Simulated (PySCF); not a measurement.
A structure optimised at PBE-D3(BJ)/def2-SVP, used in a PySCF frequency run:

```xyz
14

C      2.4429    -0.1941    -0.5242
C      1.5670    -0.8946     0.2252
Si    -0.2639    -0.5339     0.2468
O     -0.8218    -0.1850     1.7954
O     -0.4461     0.7590    -0.8098
C     -1.7054     1.2949    -1.1661
H      2.0986     0.6245    -1.1790
H      3.5266    -0.4065    -0.5179
H      1.9507    -1.7101     0.8674
H     -1.1313    -1.6834    -0.1709
H     -0.2707     0.4600     2.2738
H     -2.2520     1.6992    -0.2838
H     -1.5498     2.1249    -1.8859
H     -2.3615     0.5368    -1.6540
```
Charge 0, spin multiplicity 1.

Write its SMILES and formula.

C=C[Si@@H](O)OC, C3H8O2Si

What are its rotational constants (standard atomic weights)?

3.7283, 2.2034, 1.5291 GHz
